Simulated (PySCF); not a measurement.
A TDDFT job was run through a driver script with this input:

```
{"job": {"kind": "uv", "xc": "wB97X-D", "basis": "def2-SVPD", "ip": true}, "charge": 0, "multiplicity": 1}
Cl     2.174418     1.549000    -1.068168
C      1.882586     0.638679     0.435806
Cl     0.924876     1.590837     1.601968
Ge     0.878522    -1.021328    -0.010534
N     -0.675743    -0.586514    -0.846691
Ge    -2.145789     0.190398    -0.051080
H      2.861955     0.462760     0.899161
H      1.757704    -1.848692    -0.964188
H      0.559922    -1.741361     1.308660
H     -0.559338    -0.361487    -1.831292
H     -2.152179    -0.300457     1.404801
H     -3.403782    -0.300754    -0.796298
H     -2.106284     1.731200    -0.098849
```

Theory: PySCF 2.14.0, density-fitted response routines, TDDFT wB97X-D/def2-SVPD, vertical, gas phase, core orbitals frozen in the response. Job line and output are in the format of a driver script around the code.

(1) Give the output.

## Answers

(1) 
```
coarse grid: 55072 points
cycle   1  E = -5170.5993515429  dE = -8.365e-01  |g| = 7.448e-01  |ddm| = 4.344e+00
cycle   2  E = -5170.5655773796  dE =  3.377e-02  |g| = 8.787e-01  |ddm| = 2.061e+00
cycle   3  E = -5170.7107559712  dE = -1.452e-01  |g| = 6.642e-02  |ddm| = 1.034e+00
cycle   4  E = -5170.7115938449  dE = -8.379e-04  |g| = 4.035e-02  |ddm| = 1.645e-01
cycle   5  E = -5170.7118945159  dE = -3.007e-04  |g| = 4.611e-03  |ddm| = 6.070e-02
cycle   6  E = -5170.7119049531  dE = -1.044e-05  |g| = 1.969e-03  |ddm| = 2.217e-02
cycle   7  E = -5170.7119063721  dE = -1.419e-06  |g| = 1.010e-03  |ddm| = 5.839e-03
final grid: 109376 points
cycle   8  E = -5170.7107012062  dE = -1.835e-06  |g| = 1.250e-03  |ddm| = 1.001e-02
cycle   9  E = -5170.7107012273  dE = -2.111e-08  |g| = 1.291e-03  |ddm| = 3.392e-03
cycle  10  E = -5170.7107015830  dE = -3.557e-07  |g| = 1.386e-04  |ddm| = 1.548e-03
cycle  11  E = -5170.7107015896  dE = -6.641e-09  |g| = 4.863e-05  |ddm| = 2.996e-04
cycle  12  E = -5170.7107015910  dE = -1.368e-09  |g| = 2.162e-05  |ddm| = 2.115e-04
cycle  13  E = -5170.7107015911  dE = -1.519e-10  |g| = 6.463e-06  |ddm| = 4.831e-05
converged SCF energy = -5170.7107015911

Static polarisability (au): isotropic 106.525, principal 100.070 104.796 114.710

Singlet excitations
state   eV       nm        f      main configurations
  1   6.0279    205.7   0.00069   H->L 0.73
  2   6.3206    196.2   0.02870   H->L+1 0.62, H-1->L 0.27
  3   6.8992    179.7   0.00470   H->L+3 0.31, H-1->L+3 0.15, H-2->L 0.12
  4   7.0402    176.1   0.00135   H-1->L 0.39, H->L+1 0.18, H->L 0.14
  5   7.1274    174.0   0.04100   H->L+2 0.70
  6   7.1883    172.5   0.02756   H-2->L 0.48, H-2->L+1 0.10
  7   7.5129    165.0   0.00779   H-3->L 0.35, H->L+5 0.12
  8   7.5343    164.6   0.00721   H->L+4 0.40, H->L+3 0.26, H->L+8 0.08
  9   7.5734    163.7   0.00621   H-4->L 0.32, H->L+4 0.19
 10   7.6224    162.7   0.00043   H->L+5 0.30, H-1->L+1 0.25

Triplet excitations (Tamm-Dancoff, eV): 5.5896 5.8423 6.2812 6.4585
Vertical ionisation energy (delta-SCF) = 9.1944 eV
```

The structure is a single PBE0-D3(BJ)/def2-SVP conformer in the gas phase; no vibrational or solvent corrections. Relativistic effects, spin–orbit coupling among them, are left out although an element past zinc is present.

The SCF starts on a coarse grid; the energy jumps when the final grid takes over, and dE counts afresh there. H and L stand for HOMO and LUMO.

The vertical ionisation energy (ΔSCF) is 9.19 eV, 1.57 eV above S10.

The values belong to the conformer `[Cl:1][CH:2]([Cl:3])[GeH2:4][NH:5][GeH3:6]`: Cl1–C2–Ge4–N5 -58°, C2–Ge4–N5–Ge6 -72°.

The pairwise dispersion term of wB97X-D wasn't added to the energies; at a given geometry it leaves orbitals and properties as they are.
